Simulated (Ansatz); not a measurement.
CH₃B₂FO (`FB1CBO1`). Total charge 0; spin multiplicity 1. Geometry: relaxed with PBE0-D4/def2-TZVP.

```xyz
8

F     2.264   -0.447    0.308
B     1.034   -0.097    0.016
C    -0.417   -0.637    0.273
B    -0.615    0.812   -0.327
O     0.715    1.092   -0.638
H    -0.725   -1.433   -0.410
H    -0.756   -0.883    1.278
H    -1.499    1.593   -0.501
```

(1) What is the dipole moment at B3LYP/def2-TZVPP? (Estimate.)

(2) And with PBE, r2SCAN, ωB97M-V? (An estimate is asked.)

(3) Give the Mulliken charges with B3LYP, PBE, ωB97M-V in def2-TZVPP. (Best estimate.)

## Answers

(1) Computed: 1.68 D, with components (-1.48, -0.74, 0.29) D in this frame, pointing from negative to positive charge.

(2) Computed: PBE 1.52 D, r2SCAN 1.62 D, ωB97M-V 1.66 D.

(3) Computed: 
```json
{"atom": "F1", "B3LYP": "-0.25", "PBE": "-0.20", "ωB97M-V": "-0.25"}
{"atom": "B2", "B3LYP": "0.45", "PBE": "0.35", "ωB97M-V": "0.43"}
{"atom": "C3", "B3LYP": "-0.35", "PBE": "-0.34", "ωB97M-V": "-0.37"}
{"atom": "B4", "B3LYP": "0.17", "PBE": "0.17", "ωB97M-V": "0.15"}
{"atom": "O5", "B3LYP": "-0.30", "PBE": "-0.23", "ωB97M-V": "-0.31"}
{"atom": "H6", "B3LYP": "0.11", "PBE": "0.11", "ωB97M-V": "0.13"}
{"atom": "H7", "B3LYP": "0.11", "PBE": "0.10", "ωB97M-V": "0.12"}
{"atom": "H8", "B3LYP": "0.06", "PBE": "0.03", "ωB97M-V": "0.11"}
```

B3LYP here is the variant with VWN-RPA as its local correlation; programs differ in this.
